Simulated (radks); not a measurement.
Valence configurations of Ru III (all share [Kr]). Method: scalar-relativistic Kohn-Sham, SCAN, spin-polarised, spherical densities, finite nucleus; open shells are filled with parallel spins first (spin-orbit coupling, left out, can overturn this in heavy ions); meta-GGA in the generalised Kohn-Sham scheme; Fermi nuclear charge, rms radius 4.4809 fm; computed with a radial shooting solver on a logarithmic mesh with Libxc functionals. Energies are relative to 4d6; eigenvalues in eV for spin up.

| valence | E (eV) | moment (Bohr magnetons) | e(4d) | e(5p) | e(5s) |
|---|---|---|---|---|---|
| 4d6 | 0.000 | 4 | -25.604 | - | - |
| 4d5.5 5s0.5 | 1.179 | 5 | -27.592 | - | -20.674 |
| 4d5 5s1 | 2.081 | 6 | -29.548 | - | -22.011 |
| 4d5.5 5p0.5 | 4.293 | 5 | -28.127 | -14.688 | - |
| 4d5 5p1 | 8.659 | 6 | -30.637 | -15.943 | - |
| 4d4 5s2 | 13.681 | 4 | -32.998 | - | -23.161 |
| 4d4 5s1 5p1 | 17.481 | 6 | -34.066 | -17.379 | -24.319 |
| 4d4 5p2 | 24.459 | 6 | -35.073 | -17.955 | - |

NIST lists [Kr] 4d6 as the ground configuration; this level of theory agrees among the configurations tried. The energies are those of spherical high-spin densities, not of single terms.
